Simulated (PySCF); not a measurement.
## Rb (rubidium, neutral) across methods

[Kr] 5p1, 2P determinant (an excited configuration). Computed with PySCF 2.14 in aug-cc-pwCVTZ-X2C (10s9p7d3f, 93 functions), with the spin-free X2C one-electron Hamiltonian (Gaussian nucleus).

```
 method  E (hartree)  mean ε 4p α (eV)  mean ε 4p β (eV)  mean ε 5p α (eV)  Σ⟨r²⟩ (bohr²)   ⟨S²⟩
wB97X-V     -2980.74           -21.687           -21.663            -2.561          91.91  0.750
    UHF  -2979.10177           -23.406           -23.364            -2.460          97.44  0.750
  B3LYP     -2981.01           -18.637           -18.613            -1.776          87.13  0.750
wB97M-V     -2980.73           -21.553           -21.518            -2.235          96.93  0.750
   PBE0     -2980.67           -19.047           -19.014            -1.875          87.68  0.750
    LDA     -2976.95           -17.367           -17.339            -1.542          85.83  0.750
    PBE     -2980.59           -17.242           -17.213            -1.583          86.10  0.750
```

Question: Estimate the same row for r2SCAN.

Answer: E (hartree) = -2980.96; mean ε 4p α (eV) = -17.821; mean ε 4p β (eV) = -17.810; mean ε 5p α (eV) = -1.536; Σ⟨r²⟩ (bohr²) = 87.05; ⟨S²⟩ = 0.750.
